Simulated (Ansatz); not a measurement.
```xyz
8

C     0.6545    0.7413   -0.0188
C    -0.6372    0.7728   -0.0357
C    -0.6977   -0.7658   -0.0370
C     0.6497   -0.7393   -0.0005
H     1.4669    1.5952   -0.0160
H    -1.4432    1.5957   -0.0300
H    -1.4517   -1.5070   -0.0028
H     1.4091   -1.5228    0.0203
```

Basis set: 6-31G* (spherical functions). Correlated methods keep 4 orbitals frozen. Charge 0, multiplicity 1.

Computed with Ansatz (development build ahead of 0.2.0); each method stands on the lowest determinant of its kind that the runs found. Restricted open shells among the atoms or ions are ROHF, correlated in semicanonical orbitals with singles.

The atomization energy at this shape (free ground-state atoms in the same class of orbitals less the molecule, no zero-point energy) of singlet C4H4:

| method | atomization energy |
| --- | --- |
| RHF | 25.09 eV |

**Question.** What does RHF-MP2 give?

**Answer.** 32.81 eV. Caution: the shape is not the minimum.
